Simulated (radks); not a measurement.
The numbers below are computed, except where a source is named.
The mean radii <r> (bohr) of the occupied orbitals of an atom or ion are listed with their occupations. Code: a radial shooting solver on a logarithmic mesh with Libxc functionals. Model: Dirac Kohn-Sham, LB94 model potential, spin-unpolarised, spherical densities, finite nucleus; Fermi nuclear charge, rms radius of each element as measured or else 0.836 A^(1/3) + 0.57 fm.

orbital  occ.      <r>
1s1/2       2  0.02709
2s1/2       2   0.1109
2p1/2       1  0.09230

Name the element and its charge. Open shells, if any, fill j = l - 1/2 first.

Answer. Z = 53, iodine, charge +48: I48+ in [He] 2s2 2p1. The 1s radius gives Z: for a bare nucleus <r> = (2 gamma + 1)/(2Z) with gamma = sqrt(1 - (Z/c)^2), 0.02683 bohr for Z = 53, and screening makes it slightly larger (0.02709 here). The occupations add up to 5, and the charge is Z minus that.
